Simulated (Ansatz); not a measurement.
The same ligand exchange along the group Al, Ga, In.

Program: Ansatz. Geometries: PBE0-D4/def2-TZVP. ΔE: electronic, gas phase. CCSD(T)/CBS is the MP2 limit (def2-TZVPP, def2-QZVPP) plus CCSD(T) − MP2 in def2-TZVPP, frozen cores. This one scheme is used for every species. DFT in def2-TZVPP. def2 core potentials past Kr. For Br, Ga, In outer-core shells are correlated without core-valence functions, which leaves a few kJ/mol of doubt a bond. Scalar relativity is left out up to krypton. One conformer a species, not always the lowest.

| reaction | CCSD(T)/CBS(def2) (kJ/mol) |
| --- | --- |
| `[OH][Al]([Cl])[Br]` + HCl → `[Cl][Al]([Cl])[Br]` + H₂O | ? |
| `[OH][Ga]([Cl])[Br]` + HCl → `[Cl][Ga]([Cl])[Br]` + H₂O | -55 |
| `[OH][In]([Cl])[Br]` + HCl → `[Cl][In]([Cl])[Br]` + H₂O | -83 |

Fill in the missing values. (Best estimate.)

The calculation gave: `[OH][Al]([Cl])[Br]` + HCl → `[Cl][Al]([Cl])[Br]` + H₂O: -23.1 kJ/mol.

Largest T1 diagnostic: 0.013, for `[OH][In]([Cl])[Br]`.
